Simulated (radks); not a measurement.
Spherical quantum dot in the effective-mass picture: electrons in a hard-walled sphere of radius 1.87, with a point charge +2 (a donor) at the centre, all in effective atomic units (hartree* = m*/eps^2 hartree, bohr* = eps/m* bohr), one dielectric constant everywhere. Calculated with a radial shooting solver with Libxc functionals: non-relativistic Kohn-Sham, r2SCAN, spin-polarised, spherical densities, generalised Kohn-Sham scheme. Levels are named by radial order and angular momentum (1s, 1p, 1d, 2s, ...), and open shells are averaged over m. Each electron was tried in the lowest free levels, single moves between levels near the top were tried too, and the lowest total energy was kept; such a search can miss a lower state. At N = 1 the Hartree and exchange-correlation terms need not cancel, so that row can carry a self-interaction error.

N                         open shells  2S  mu = E(N) - E(N-1) (hartree*)  addition energy mu(N+1) - mu(N) (hartree*)  e(HOMO) (hartree*)  rms radius (bohr*)
1                    1s(up 1, down 0)   1                        -1.8983                                       1.304             -1.4327              0.7293
2                                none   0                       -0.59427                                       3.158            -0.17594              0.7850
3                    1p(up 1, down 0)   1                         2.5641                                      0.6597              2.8834              0.9216
4                    1p(up 2, down 0)   2                         3.2239                                      0.7012              3.5700              0.9878
5                    1p(up 3, down 0)   3                         3.9250                                       1.035              4.2828               1.029
6                    1p(up 3, down 1)   2                         4.9597                                      0.6436              5.2736               1.060
7                    1p(up 3, down 2)   1                         5.6032                                      0.6808              5.9393               1.084
8                                none   0                         6.2840                                       2.328              6.6313               1.103
9                    2s(up 1, down 0)   1                         8.6121                                      0.8950              8.9870               1.113
10  1d(up 1, down 0) 2s(up 1, down 0)   2                         9.5071                                      0.6552              9.8334               1.135
11  1d(up 2, down 0) 2s(up 1, down 0)   3                         10.162                                      0.6621              10.492               1.153
12  1d(up 3, down 0) 2s(up 1, down 0)   4                         10.824                                      0.6658              11.157               1.168
13  1d(up 4, down 0) 2s(up 1, down 0)   5                         11.490                                      0.6680              11.824               1.182
14  1d(up 5, down 0) 2s(up 1, down 0)   6                         12.158                                      0.9716              12.516               1.193
15  1d(up 5, down 1) 2s(up 1, down 0)   5                         13.130                                      0.6305              13.443               1.204
16  1d(up 5, down 2) 2s(up 1, down 0)   4                         13.760                                      0.6417              14.080               1.214
17  1d(up 5, down 3) 2s(up 1, down 0)   3                         14.402                                      0.6432              14.726               1.223
18                               none   0                         15.045                                      0.6654              15.318               1.240
19                   2s(up 1, down 0)   1                         15.711                                       1.087              16.111               1.238
20                               none   0                         16.798                                       2.295              17.207               1.235
21                   1f(up 1, down 0)   1                         19.093                                      0.6341              19.407               1.244
22                   1f(up 2, down 0)   2                         19.727                                      0.6365              20.044               1.252
23                   1f(up 3, down 0)   3                         20.363                                      0.6388              20.682               1.259
24                   1f(up 4, down 0)   4                         21.002                                      0.6406              21.322               1.266
25                   1f(up 5, down 0)   5                         21.643                                      0.6419              21.963               1.273
26                   1f(up 6, down 0)   6                         22.285                                      0.6429              22.606               1.279
27                   1f(up 7, down 0)   7                         22.928                                      0.8980              23.249               1.284
28                   1f(up 7, down 1)   6                         23.826                                      0.6267              24.136               1.290
29                   1f(up 7, down 2)   5                         24.452                                      0.6292              24.764               1.295
30                   1f(up 7, down 3)   4                         25.082                                      0.6318              25.396               1.299
31                   1f(up 7, down 4)   3                         25.713                                           -              26.029               1.304

All shells are closed at N = 2, 8, 18, 20 (there: 1s2 1p6 1d10 2s2); the second difference of the energy has clear peaks (12 % above both neighbours; the first and last values, which can be the largest, are not judged, and half-filled shells can peak too) at N = 2, 5, 8, 14, 20, 27.
